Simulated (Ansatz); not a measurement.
Geometry optimisation, RKS PBE/def2-SVP in Ansatz 0.2.0.

Input file:

```yaml
crystal:
  periodic: [false, false, false]
  atoms:
    - { symbol: Ga, position_ang: [0.0, 0.0, 0.0] }
    - { symbol: H, position_ang: [0.0, 0.0, 1.92] }
    - { symbol: Cl, position_ang: [1.9398, 0.0, -1.12] }
    - { symbol: Cl, position_ang: [-1.9398, 0.0, -1.12] }
    - { symbol: "N", position_ang: [0.0932, -2.1142, 0.7032] }
    - { symbol: H, position_ang: [-0.4251, -2.8722, 0.1737] }
    - { symbol: Si, position_ang: [1.0593, -2.5382, 2.1862] }
    - { symbol: H, position_ang: [1.2435, -3.9851, 2.2506] }
    - { symbol: H, position_ang: [2.3633, -1.8847, 2.1217] }
    - { symbol: H, position_ang: [0.3472, -2.0854, 3.3776] }
    - { symbol: H, position_ang: [0.0454, -1.0306, 1.8459] }
basis:
  gaussian: { orbitals: def2-SVP }
hamiltonian:
  xc: pbe
relax:
  f_tol: 0.15
  max_steps: 25
  restrain:
    - { distance: [0, 4], at: 1.93, k: 30.0 }
    - { distance: [10, 1], at: 0.66, k: 30.0 }
    - { distance: [0, 1], at: 2.77, k: 30.0 }
    - { distance: [10, 4], at: 2.26, k: 30.0 }
```

Command:

```bash
$ ansatz run input.yaml --threads 4 --pin off --max-ram 5120MiB --backend cpu --events-out ev --progress --plain --runs-dir out
```

Task: Where does it end, and by what steps?

Result: The run converged. The restraints hold the end off the free minimum; the threshold counts their pulls, which the force column leaves out. Restrained pairs: Ga1–N5 (2.23 → 1.89 Å), H2–H11 (1.03 → 0.73 Å), Ga1–H2 (1.92 → 2.77 Å), N5–H11 (1.58 → 2.27 Å). After 9 steps the energy has fallen by 2.761 eV (the restraints' own energy left out); H11 moved furthest, 1.02 Å.

```tsv
step	energy less start (eV)	largest force component (eV/Å)	accepted
0	0.0000	2.940	yes
1	-0.5886	3.953	yes
2	-1.2133	3.584	yes
3	-1.9271	2.865	yes
4	-2.4688	2.052	yes
5	-2.5549	2.086	yes
6	-2.6187	2.104	yes
7	-2.7105	1.847	yes
8	-2.7434	1.584	yes
9	-2.7608	1.983	yes
```

```xyz
11
Properties=species:S:1:pos:R:3
Ga 0.161 -0.705 -0.316
H -0.488 0.547 2.072
Cl 2.007 0.362 -0.556
Cl -1.541 -0.181 -1.519
N -0.002 -2.135 0.911
H -0.908 -2.612 0.853
Si 1.221 -2.775 2.002
H 1.357 -4.269 1.863
H 2.513 -2.097 1.650
H 0.888 -2.480 3.444
H -0.481 -0.165 1.935
```

Run time: 25 s on 4 threads of Arm Neoverse V1, on a shared host, peak memory 0.18 GiB.
